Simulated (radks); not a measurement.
Co III, configuration [Ar] 3d7 (the NIST ground configuration). All-electron calculation, scalar-relativistic Kohn-Sham, PBE, spin-polarised, spherical densities, point nucleus; open shells are filled with parallel spins first. Program: a radial shooting solver on a logarithmic mesh with Libxc functionals.

Normalised radial functions P(r) = r R(r), r in bohr:

r	3p down	3d up
0.006275	0.0086	0.0000
0.008042	0.0136	0.0001
0.01022	0.0211	0.0002
0.0131	0.0330	0.0004
0.01665	0.0505	0.0008
0.02134	0.0773	0.0016
0.02713	0.1148	0.0030
0.03477	0.1692	0.0059
0.0442	0.2397	0.0112
0.05664	0.3314	0.0213
0.072	0.4334	0.0386
0.09226	0.5374	0.0693
0.1173	0.6092	0.1178
0.1503	0.6113	0.1952
0.1911	0.4978	0.3029
0.2448	0.2294	0.4489
0.3113	-0.1636	0.6143
0.3957	-0.6127	0.7801
0.5071	-1.0042	0.9158
0.6446	-1.1848	0.9739
0.826	-1.1130	0.9380
1.05	-0.8557	0.8213
1.346	-0.5291	0.6478
1.711	-0.2664	0.4632
2.192	-0.1002	0.2872
2.787	-0.0282	0.1538
3.571	-0.0050	0.0644

3p down: eigenvalue -82.781 eV, 1 radial node at r = 0.284 bohr, <r> = 0.819 bohr, 90 % of the charge inside 1.26 bohr. 3d up: eigenvalue -28.307 eV, 0 radial nodes, <r> = 1.01 bohr, 90 % of the charge inside 1.74 bohr.
